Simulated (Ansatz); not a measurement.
(F)2Al-NH-SiH3 (AlSiNF2H4). The state is a singlet with charge 0. Geometry PBE-D4/def2-SVP.

```xyz
9

Al    1.728    0.041    0.358
F     1.695   -0.310    1.986
F     3.202    0.295   -0.380
N     0.229    0.147   -0.594
Si   -1.436   -0.084   -0.072
H     0.347    0.374   -1.588
H    -2.106   -1.209   -0.819
H    -2.269    1.156   -0.284
H    -1.388   -0.411    1.393
```

B3LYP takes the VWN-RPA correlation. HSE06 is defined as in plane-wave codes, on full-range PBE exchange.

Task: Estimate the orbital energies around the gap (eV) in Ansatz with LDA (SPW92)/def2-TZVP, BLYP-D4/def2-TZVP, r2SCAN-D4/def2-TZVP, B3LYP-D4/def2-TZVP, HSE06-D4/def2-TZVP.

Result: 
```tsv
orbital	LDA (SPW92)/def2-TZVP	BLYP-D4/def2-TZVP	r2SCAN-D4/def2-TZVP	B3LYP-D4/def2-TZVP	HSE06-D4/def2-TZVP
HOMO−5	-9.82	-9.48	-10.05	-11.29	-11.19
HOMO−4	-9.60	-9.27	-9.83	-11.07	-10.96
HOMO−3	-9.45	-9.13	-9.65	-10.59	-10.45
HOMO−2	-8.91	-8.70	-9.18	-10.01	-9.84
HOMO−1	-8.35	-8.23	-8.65	-9.48	-9.26
HOMO	-6.91	-6.64	-7.06	-7.88	-7.71
LUMO	-2.23	-1.91	-1.50	-1.40	-1.46
LUMO+1	-0.84	-0.53	-0.10	-0.06	-0.14
LUMO+2	-0.46	-0.14	0.30	0.38	0.28
LUMO+3	0.27	0.58	0.97	1.08	0.96
LUMO+4	0.35	0.64	1.19	1.15	1.06
LUMO+5	0.53	0.90	1.20	1.41	1.25
```
